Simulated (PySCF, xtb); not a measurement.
PbBrI, SMILES [Br][Pb][I] (connectivity only; charge and spin as stated), neutral, multiplicity 1.

Harmonic wavenumbers (cm⁻¹) from GFN2-xTB (xtb) at its own minimum, in rising order: 57, 186, 196.

**Question.** What does B3LYP-D3(BJ)/def2-SVP (PySCF 2.14.0) give at its own minimum? (The exact figures need the calculation; the answer reports its results.)

**Answer.** 54, 161, 208. Paired by order, the mean absolute difference is 13 cm⁻¹ and the zero-point energies are 0.6 and 0.6 kcal/mol.
